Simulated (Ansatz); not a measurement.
Isolated molecules relaxed with PBE0-D4/def2-TZVP in Ansatz; ΔE leaves out vibrations. CCSD(T)/CBS is the MP2 limit (def2-TZVPP, def2-QZVPP) plus CCSD(T) − MP2 in def2-TZVPP, frozen cores. Elements past krypton have def2 core potentials. For Br, Ge, In outer-core shells are correlated without core-valence functions, which leaves a few kJ/mol of doubt a bond. Scalar relativity is left out up to krypton. One conformer a species, not always the lowest.

Consider the redistribution: `[CH3][In]([NH2])[GeH3]` + `[Cl][Al]([Cl])[Br]` → `[Cl][Al]([Cl])[GeH3]` + `[CH3][In]([NH2])[Br]`.

`[CH3][In]([NH2])[GeH3]`:

Z-matrix (Å, degrees):
```
C
In 1 2.149
H 1 1.091 2 110.2
H 1 1.090 2 110.2 3 -120.4
H 1 1.091 2 110.2 3 119.2
N 2 2.015 1 114.8 3 121.3
Ge 2 2.594 1 130.9 3 -58.7
H 6 1.007 2 124.4 1 -0.0
H 6 1.006 2 124.4 1 179.9
H 7 1.541 2 112.3 1 -178.9
H 7 1.542 2 111.6 1 60.7
H 7 1.542 2 111.6 1 -58.5
```

`[Cl][Al]([Cl])[Br]`:

Z-matrix (Å, degrees):
```
Al
Cl 1 2.070
Br 1 2.225 2 120.2
Cl 1 2.070 2 119.7 3 180.0
```

`[Cl][Al]([Cl])[GeH3]`:

```xyz
7

Cl    0.699   -1.438   -2.521
Al   -0.514   -0.738   -0.969
Cl   -2.536   -1.260   -1.037
Ge    0.423    0.633    0.839
H     1.540   -0.138    1.562
H     1.038    1.919    0.260
H    -0.650    1.022    1.866
```

`[CH3][In]([NH2])[Br]`:

Z-matrix (Å, degrees):
```
C
In 1 2.128
H 1 1.090 2 108.8
H 1 1.090 2 108.9 3 118.4
H 1 1.089 2 111.0 3 -120.8
N 2 2.004 1 132.2 3 119.0
Br 2 2.493 1 118.3 3 -54.7
H 6 1.008 2 120.7 1 27.2
H 6 1.009 2 117.7 1 167.7
```

| level | ΔE (kcal/mol) |
| --- | --- |
| CCSD(T)/def2-SVP | 6.6 |
| CCSD(T)/def2-TZVPP | 6.2 |

(1) What does CCSD(T)/CBS give? (Estimate.)

(2) What do rigid-rotor, harmonic-oscillator terms from PBE0-D4/def2-TZVP frequencies (298.15 K, 1 bar) make of the CCSD(T)/CBS value? (Estimate.)

Largest T1 diagnostic among the species: 0.013.

Answers

(1) Ansatz gave: +6.4 kcal/mol. The listed levels differ from it by 0.2, -0.2 kcal/mol.

(2) The calculation gave: ΔZPE = +0.3 kcal/mol, ΔH = +6.6 kcal/mol, ΔS = 7 J/(mol·K), ΔG = +6.2 kcal/mol. Modes under 50 cm⁻¹ make the entropy rough.

In def2-TZVPP, CCSD(T) changes the Hartree–Fock value by +2.4 kcal/mol (the triples alone add +0.0 kcal/mol) and MP2 by +3.8 kcal/mol. Leaving LDA and LC-ωPBE aside and taking each functional with its dispersion term where it has one, the values, not all of them listed here, spread over 1.4 kcal/mol, from PBE-D4 to ωB97M-V. LDA lies +1.1 kcal/mol from PBE without D4.
